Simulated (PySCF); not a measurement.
# `N#C[Si@@H]([SiH3])[Si@H]([SiH3])P`, CH₁₀NPSi₄

Molfile (atoms numbered from 1):
```
CH10NPSi4
     RDKit          3D

 17 16  0  0  0  0  0  0  0  0999 V2000
   -1.6855    2.8667    1.0628 N   0  0  0  0  0  0  0  0  0  0  0  0
   -1.4798    1.7385    1.0998 C   0  0  0  0  0  0  0  0  0  0  0  0
   -1.1393   -0.1000    1.1004 Si  0  0  1  0  0  4  0  0  0  0  0  0
   -2.6911   -1.1044   -0.3174 Si  0  0  0  0  0  4  0  0  0  0  0  0
    1.1473   -0.2163    0.5669 Si  0  0  2  0  0  4  0  0  0  0  0  0
    2.1956    1.5940   -0.4910 Si  0  0  0  0  0  4  0  0  0  0  0  0
    1.3240   -2.1556   -0.5696 P   0  0  0  0  0  0  0  0  0  0  0  0
   -1.3783   -0.3979    2.5262 H   0  0  0  0  0  0  0  0  0  0  0  0
   -2.0504   -2.2435   -0.9786 H   0  0  0  0  0  0  0  0  0  0  0  0
   -3.8789   -1.5935    0.3831 H   0  0  0  0  0  0  0  0  0  0  0  0
   -3.1342   -0.1693   -1.3523 H   0  0  0  0  0  0  0  0  0  0  0  0
    1.8694   -0.5712    1.8093 H   0  0  0  0  0  0  0  0  0  0  0  0
    3.5948    1.7496   -0.0830 H   0  0  0  0  0  0  0  0  0  0  0  0
    1.4818    2.8283   -0.1778 H   0  0  0  0  0  0  0  0  0  0  0  0
    2.1978    1.4168   -1.9476 H   0  0  0  0  0  0  0  0  0  0  0  0
    2.6637   -2.0054   -0.8513 H   0  0  0  0  0  0  0  0  0  0  0  0
    0.9560   -1.6248   -1.7899 H   0  0  0  0  0  0  0  0  0  0  0  0
  1  2  3  0
  2  3  1  0
  3  4  1  0
  3  5  1  0
  5  6  1  0
  5  7  1  0
  3  8  1  1
  4  9  1  0
  4 10  1  0
  4 11  1  0
  5 12  1  1
  6 13  1  0
  6 14  1  0
  6 15  1  0
  7 16  1  0
  7 17  1  0
M  END
```

Method used: TDDFT PBE0/def2-SVPD circular dichroism and optical rotation, one conformer, gas phase in PySCF 2.14.0. Geometry: GFN2-xTB.

The molecule is flexible and this is one conformer; a measurement averages over conformers.

**Question.** Draw the ECD and absorption spectra from the lowest 16 states, each a Gaussian of half-width 0.3 eV at 1/e height.

**Answer.** 
| E (eV) | λ (nm) | Δε (L mol⁻¹ cm⁻¹) | ε (L mol⁻¹ cm⁻¹) |
| --- | --- | --- | --- |
| 4.62 | 269 | +0.10 | 59.8 |
| 4.72 | 263 | +0.11 | 179 |
| 4.82 | 257 | -0.23 | 438 |
| 4.92 | 252 | -1.50 | 875 |
| 5.02 | 247 | -4.14 | 1430 |
| 5.12 | 242 | -7.73 | 1920 |
| 5.22 | 238 | -10.86 | 2140 |
| 5.32 | 233 | -12.32 | 2070 |
| 5.42 | 229 | -12.46 | 1960 |
| 5.52 | 225 | -12.86 | 2210 |
| 5.62 | 221 | -14.31 | 3080 |
| 5.72 | 217 | -15.55 | 4570 |
| 5.82 | 213 | -14.39 | 6410 |
| 5.92 | 210 | -9.77 | 8200 |
| 6.02 | 206 | -2.24 | 9550 |
| 6.12 | 203 | +7.19 | 10400 |
| 6.22 | 199 | +17.80 | 11500 |
| 6.32 | 196 | +28.11 | 13600 |
| 6.42 | 193 | +35.11 | 17000 |
| 6.52 | 190 | +35.44 | 20800 |
| 6.62 | 187 | +27.95 | 23200 |
| 6.72 | 185 | +14.93 | 23100 |
| 6.82 | 182 | +1.12 | 20500 |

Δε uses R in velocity form, ε uses f in length form. Only the states computed contribute, so the short-wavelength end is incomplete.

The sign of the CD band at 183 nm isn't settled: the length form gives the opposite one.
